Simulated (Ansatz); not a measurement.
The same redistribution along the group F, Cl, Br.

Gas-phase electronic energies from Ansatz, PBE0-D4/def2-TZVP geometries. CCSD(T)/CBS is the MP2 limit (def2-TZVPP, def2-QZVPP) plus CCSD(T) − MP2 in def2-TZVPP, frozen cores. This one scheme is used for every species. Elements past krypton have def2 core potentials. For Br, In outer-core shells are correlated without core-valence functions, which leaves a few kJ/mol of doubt a bond. Scalar relativity is left out up to krypton. Each species was taken in one conformer, which may not be the lowest.

| reaction | CCSD(T)/CBS(def2) (kcal/mol) |
| --- | --- |
| `[OH][Al]([F])[O][SiH3]` + `[OH][In]([F])[F]` → `[OH][Al]([OH])[O][SiH3]` + `[F][In]([F])[F]` | 7.4 |
| `[OH][Al]([Cl])[O][SiH3]` + `[OH][In]([Cl])[Cl]` → `[OH][Al]([OH])[O][SiH3]` + `[Cl][In]([Cl])[Cl]` | ? |
| `[OH][Al]([Br])[O][SiH3]` + `[OH][In]([Br])[Br]` → `[OH][Al]([OH])[O][SiH3]` + `[Br][In]([Br])[Br]` | -18.3 |

Problem. Fill in the missing values. (An estimate is asked.)

Solution. Ansatz gave: `[OH][Al]([Cl])[O][SiH3]` + `[OH][In]([Cl])[Cl]` → `[OH][Al]([OH])[O][SiH3]` + `[Cl][In]([Cl])[Cl]`: -13.3 kcal/mol.

Largest T1 diagnostic: 0.018, for `[F][In]([F])[F]`.
